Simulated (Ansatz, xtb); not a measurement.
AlHO3Si+: which of two structures lies lower

Structure X is a doublet given by its coordinates and structure Y is a doublet given by its coordinates. Both are isolated ions in the gas phase, relaxed with B3LYP/6-31G*.

X (Å):

```xyz
6

Al   -0.5830   -1.8405   -0.8240
O     0.8193    1.6697    0.4568
O     0.7180   -1.1794    0.3005
O    -0.9630   -0.0548   -1.1036
Si    0.2287    0.3047   -0.0798
H     0.5163    2.5648    0.2208
```

Close contacts (Å): Al1–O3 1.84, Al1–O4 1.85, Al1–Si5 2.41, O2–Si5 1.58, O3–Si5 1.61, O4–Si5 1.61, O2–H6 0.97.

Y (Å):

```yaml
atoms:
  - { symbol: Al, position_ang: [-1.0818, 0.2564, 2.2102] }
  - { symbol: O, position_ang: [-0.0578, 1.4180, 2.7803] }
  - { symbol: O, position_ang: [-2.5716, 0.3096, 1.1570] }
  - { symbol: O, position_ang: [-1.3658, -1.5518, 2.2431] }
  - { symbol: Si, position_ang: [-2.6667, -1.3072, 1.2979] }
  - { symbol: H, position_ang: [0.7322, 1.4063, 3.3366] }
```

Close contacts (Å): Al1–O2 1.65, Al1–O3 1.83, Al1–O4 1.83, Al1–Si5 2.41, O3–Si5 1.63, O4–Si5 1.63, O2–H6 0.97.

Energies in hartree; the thermal terms are from B3LYP/6-31G* harmonic frequencies (ideal gas, rigid rotor, one conformer each, 298.15 K, 1 atm) and include the zero-point energy:

|  | X | Y |
| --- | --- | --- |
| E, CCSD(T)/def2-SVP | −756.262900 | −756.249884 |
| E, MP2/def2-SVP | −756.237450 | −756.222603 |
| E, MP2/def2-TZVPP | −756.913930 | −756.895299 |
| zero-point energy | 0.023542 | 0.022263 |
| H(298 K) − E | 0.029914 | 0.029137 |
| G(298 K) − E | −0.006260 | −0.008214 |

Correct the CCSD(T) difference for the basis set by the MP2 change, then work out ΔE, ΔE₀, ΔH and ΔG for X → Y in kcal/mol (1 Eh = 627.51 kcal/mol) and the equilibrium ratio [Y]/[X].

1. Differences Y − X: CCSD(T) +0.013016, MP2 in the small set +0.014847, MP2 in the large set +0.018631 Eh.
2. ΔE = +0.013016 + (+0.018631 − (+0.014847)) = +0.016800 Eh = +10.54 kcal/mol.
3. ΔE₀ = ΔE + ΔZPE = +0.016800 + (−0.001279) Eh = +9.74 kcal/mol.
4. ΔH = ΔE + (−0.000777) Eh = +10.05 kcal/mol.
5. ΔG = ΔE + (−0.001954) Eh = +9.32 kcal/mol, so ΔS = (ΔH − ΔG)/T = +10.4 J/(mol K).
6. kT = 0.9442 mEh, so K = [Y]/[X] = exp(−ΔG/kT) = exp(−15.72) ≈ 1.5 × 10^−7.

Structure X is favoured at this temperature. An error of 1 kcal/mol in ΔG would change K by a factor of 5.4. Mirror images and further conformers aren't counted.

Other levels gave ΔE = +3.2 (GFN2-xTB); +2.6 (HF/STO-3G, GFN2-xTB geometries); +8.0 (r2SCAN-D4/def2-SVP, GFN2-xTB geometries); +9.4 (B3LYP/6-31G*); +11.9 (HF/def2-SVP); +9.3 (MP2/def2-SVP); +8.2 (CCSD(T)/def2-SVP) kcal/mol. Open shells are spin-unrestricted. The correlated steps freeze 13 core orbitals. Programs: Ansatz 0.2.0, xtb 6.7.1.
